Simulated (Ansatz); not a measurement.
Relaxation of ClH5OW (8 atoms, charge 0, multiplicity 1), to a largest force component of 0.02 eV/Å in at most 40 steps.

These are results of Ansatz 0.2.0, RKS PBE-D4/def2-SVP, not measurements.

```xyz
8
Properties=species:S:1:pos:R:3:forces:R:3
W 0.000 0.000 0.000 -4.32 0.21 3.91
Cl 0.000 0.000 2.390 0.35 -0.01 -0.91
H 1.720 0.000 0.000 0.77 -0.07 0.33
H 0.000 1.720 0.000 1.29 1.62 -1.77
O -1.940 0.000 0.000 0.63 -0.34 1.76
H -2.277 -0.126 0.944 -0.30 0.20 -1.24
H 0.000 -1.720 0.000 1.26 -1.63 -1.76
H 0.000 0.000 -1.720 0.33 0.01 -0.33
```

Where does it end, and by what steps?

It converged. After 12 steps the energy has fallen by 3.871 eV; Cl2 moved furthest, 0.83 Å.

| step | energy less start (eV) | largest force component (eV/Å) | accepted |
| --- | --- | --- | --- |
| 0 | 0.0000 | 4.325 | yes |
| 1 | -1.4049 | 1.465 | yes |
| 2 | -2.3891 | 1.929 | yes |
| 3 | -3.1734 | 1.557 | yes |
| 4 | -3.7245 | 0.865 | yes |
| 5 | -3.8367 | 0.717 | yes |
| 6 | -3.8577 | 0.274 | yes |
| 7 | -3.8594 | 0.252 | yes |
| 8 | -3.8661 | 0.091 | yes |
| 9 | -3.8679 | 0.039 | yes |
| 10 | -3.8700 | 0.085 | yes |
| 11 | -3.8706 | 0.073 | yes |
| 12 | -3.8708 | 0.017 | yes |

```xyz
8
Properties=species:S:1:pos:R:3
W -0.257 0.064 0.512
Cl 0.807 -0.058 2.556
H 1.329 0.001 -0.061
H 0.189 1.468 -0.305
O -2.030 -0.094 -0.225
H -2.731 -0.093 0.464
H 0.195 -1.389 -0.183
H 0.001 -0.025 -1.145
```

Time of the run: 16 s on 1 thread of AMD EPYC 9R45 96-Core Processor (Zen 5) (shared host), peak memory 0.15 GiB.
